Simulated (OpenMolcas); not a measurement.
## Fe2+ in KMgF3: curves along the breathing mode

Fe2+ with its 6 nearest fluoride ions, on the Mg site of KMgF3 (a = 3.973 Å, distance in the model lattice 1.986 Å). The rest of the host is ab initio model potentials to 7.6 Å, with orthogonalisation functions on the cations behind the ligands, and point charges beyond; the distance is set by hand and nothing relaxes. Ligand basis ANO-RCC-VDZP.

* Program: OpenMolcas
* Method: CASSCF
* Basis: ANO-RCC-VDZP [5s4p2d1f]
* Scalar Hamiltonian: DKH2, point nucleus
* Active space: 6 electrons in 5 orbitals (3d)
* State averaging: 2S+1 = 5 even, 5 roots; 2S+1 = 3 even, 45 roots; 2S+1 = 1 even, 50 roots
* Spin-orbit coupling: state interaction with AMFI integrals over the reference wave functions

Spin-free energies (labels of O, the rotations of Oh) in cm-1 above the lowest fitted minimum, as all ligands move together:

```
R (Å)    5T2     5E    3T1    3T2    1A1  3T1(2)  3T2(2)
1.918   4310  16720  17640  22180  18140   27350   29540
1.963    930  11930  15490  19650  17240   23970   26280
2.009     20   9760  15650  19450  18520   23070   25500
2.054   1470  10130  18000  21440  21810   24520   27070
2.099   5160  12880  22460  25570  27090   28220   30880
2.144  11130  18010  29090  31870  34420   34180   36940
2.189  19480  25640  38010  40500  43960   42530   45380
```

Cubic fits give the following; the wavenumber is harmonic, with the mass of all moving ligands, small differences in it between states hang on the degree of the fit, a number in brackets counts states of one label, and the table is a selection of at most 14 states with clean curves.

```
 State  R0 (Å)  Breathing mode (cm-1)  Minimum (cm-1)
   5T2   2.004                    584               0
    5E   2.025                    600            9590
   3T1   1.984                    564           15300
   3T2   1.991                    566           19270
   1A1   1.959                    542           17280
3T1(2)   2.004                    583           23050
3T2(2)   2.002                    583           25470
    3E   2.008                    581           26260
   1T1   1.982                    564           25080
3T1(3)   2.007                    583           26900
3T2(3)   2.013                    581           31350
   3A2   2.018                    592           31710
   1T2   1.999                    574           31710
3T1(4)   2.023                    600           32930
```

The minimum of 5E is shifted by +0.0212 Å against 5T2 (from the unrounded fits). With M = 114.0 u for the moving shell, the Huang-Rhys factor in this mode is S = M ω ΔR² / 2ħ = 0.01483 × 114.0 × 584 × 0.0212² = 0.44. Only the first shell moves, against a rigid host.

An orbital triplet at a regular site is open to Jahn-Teller coupling, which can distort the site and quench the lowest spin-orbit gaps and is left out. Without dynamic correlation the repulsion within the d shell is too large (B by tens of per cent), so at a given field states of lower spin stand too high. Ligand-to-metal charge-transfer states are missing. With no ligand orbital active B as a rule stays too high, so bands that hang on it stand too high and its fall with covalency is understated. With metal d orbitals alone and no dynamic correlation 10Dq can be off by a tenth to a fifth, either way, in oxide and fluoride hosts. No measured value stands beside these numbers.
